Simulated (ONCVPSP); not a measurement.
**An all-electron radial function and its pseudo partner (strontium)**

Columns: radius, all-electron u(r) and pseudo u(r) of the 4p shell (level -22.82 eV) of strontium in the configuration [Ar] 3d10 4s2 4p6 5s2; PBE, scalar-relativistic, ONCV scheme, ONCVPSP 4.0.1.

| r (bohr) | all-electron | pseudo |
| --- | --- | --- |
| 0.125 | 0.2164 | 0.0211 |
| 0.250 | -0.2671 | 0.0820 |
| 0.375 | -0.4390 | 0.1759 |
| 0.500 | -0.2700 | 0.2929 |
| 0.625 | 0.0305 | 0.4208 |
| 0.750 | 0.3289 | 0.5472 |
| 0.875 | 0.5692 | 0.6608 |
| 1.000 | 0.7381 | 0.7527 |
| 1.125 | 0.8406 | 0.8176 |
| 1.250 | 0.8877 | 0.8531 |
| 1.375 | 0.8923 | 0.8604 |
| 1.500 | 0.8666 | 0.8430 |
| 1.625 | 0.8210 | 0.8060 |
| 1.750 | 0.7632 | 0.7550 |
| 1.875 | 0.6993 | 0.6955 |
| 2.000 | 0.6336 | 0.6322 |
| 2.125 | 0.5690 | 0.5686 |
| 2.250 | 0.5073 | 0.5072 |
| 2.375 | 0.4497 | 0.4497 |
| 2.500 | 0.3967 | 0.3967 |
| 2.625 | 0.3487 | 0.3487 |
| 2.750 | 0.3055 | 0.3055 |
| 2.875 | 0.2669 | 0.2669 |
| 3.000 | 0.2328 | 0.2328 |
| 3.125 | 0.2027 | 0.2027 |
| 3.250 | 0.1762 | 0.1762 |

(1) How many radial nodes do the two functions have?

(2) At about which radius was the pseudo-wave matched?

(3) Where does each function peak?

(4) Is the pseudo-wave norm-conserving?

## Answers

(1) The all-electron 4p function has n − l − 1 = 2; the pseudo-wave has 0, since the states of the same l below it are removed with the core.

(2) 2.50 bohr. The columns agree to 0.0005 from 2.12 bohr on; several derivatives are matched, so the curves merge somewhat inside the radius.

(3) Outermost all-electron maximum near 1.38 bohr, pseudo maximum near 1.38 bohr (to the table’s step).

(4) Yes: the ONCV scheme keeps the norm inside the radius equal to the all-electron one, which fixes the energy derivative of the logarithmic derivative at the level.
